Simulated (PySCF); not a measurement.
## BrF₄: from structure and modes to constants

Method: UPBE0 in PySCF with Br def2-SVP, F def2-SVP; no relativity; density-fitted integrals.

The doublet minimum has C4v symmetry. Masses (u): Br 78.91834, F 18.99840.

```xyz
5
charge 0 multiplicity 2, angstrom
Br    0.0000    0.0000   -0.1259
F     1.7892    0.0000    0.1332
F    -1.7892    0.0000    0.1331
F     0.0000    1.7892    0.1331
F     0.0000   -1.7892    0.1331
```

Harmonic wavenumbers (cm⁻¹): 135.1 (b1, ×1), 235.8 (e, ×2), 289.3 (b2, ×1), 327.5 (a1, ×1), 542.9 (b1, ×1), 601.2 (a1, ×1), 615.8 (e, ×2).

**Question.** Find the principal moments of inertia and the rotational constants. What kind of rotor is it?

**Answer.** About the centre of mass I = 124.23, 124.23, 243.27 u Å². With B = 16.8576/I this gives 0.1357, 0.1357, 0.0693 cm⁻¹. The molecule is an oblate symmetric top.

**Question.** What is the harmonic zero-point energy?

**Answer.** Half the sum of all 9 wavenumbers, 3599/2 = 1800 cm⁻¹, which is 21.5 kJ/mol (1 cm⁻¹ = 0.0119627 kJ/mol).

**Question.** Find the vibrational entropy and heat capacity at 298.15 K.

**Answer.** With u = 1.43878 ω/T, each mode gives S = R[u/(eᵘ−1) − ln(1−e⁻ᵘ)] and C = R u² eᵘ/(eᵘ−1)².
```tsv
ω (cm⁻¹)	u	S (J/(mol K))	C (J/(mol K))
135.1	0.652	12.02	8.03
235.8 (×2)	1.138	7.67	7.47
289.3	1.396	6.18	7.09
327.5	1.580	5.32	6.78
542.9	2.620	2.34	4.83
601.2	2.901	1.87	4.31
615.8 (×2)	2.972	1.77	4.18
```
The sums over all modes are S = 46.6 and C = 54.3 J/(mol K); the softest mode gives 26 % of the entropy (each member, where degenerate).

**Question.** Give the standard entropy (298.15 K, 1 bar) by its translational, rotational, vibrational and spin parts, and Cp.

**Answer.** Sackur–Tetrode with M = 154.91 u gives 171.7; rotation with symmetry number 4 gives 99.9; vibration 46.6; spin R ln 2 = 5.8. The total is 324.1 J/(mol K), and Cp = 4 R + 54.3 = 87.6 J/(mol K).

Only a few start shapes were tried, so a lower isomer may exist.
